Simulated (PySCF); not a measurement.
Electronic structure of Li (lithium, neutral) at the LDA level

Configuration: [He] 2p1, 2P determinant (an excited configuration). Computed with PySCF 2.14 in aug-cc-pCVQZ-DK (9s8p6d4f2g, 109 functions), with scalar relativity by spin-free X2C-1e.

| Item | Value |
| --- | --- |
| Total energy | -7.2859 hartree |
| One-electron energy | -9.5361 hartree |
| Hartree (Coulomb) energy | 3.9037 hartree |
| Exchange-correlation energy | -1.6535 hartree |
| ⟨S²⟩ | 0.7500 |
| ⟨L²⟩ | 2.011 |
| Sum of ⟨r⟩ | 5.760 bohr |
| Sum of ⟨r²⟩ | 26.67 bohr² |
| Traceless quadrupole moment −½Σ⟨3z² − r²⟩ along its main axis | -11.0 e·bohr² |
| Langevin diamagnetic susceptibility | -21.1 ×10⁻⁶ cm³/mol |

```json
{"shell": "1s α", "electrons": "1", "mean orbital energy (hartree)": "-1.91825", "rms radius, mean of both spins (bohr)": "0.688"}
{"shell": "1s β", "electrons": "1", "mean orbital energy (hartree)": "-1.91530", "rms radius, mean of both spins (bohr)": "0.688"}
{"shell": "2p α", "electrons": "1", "mean orbital energy (hartree)": "-0.06859", "rms radius, mean of both spins (bohr)": "5.07"}
```
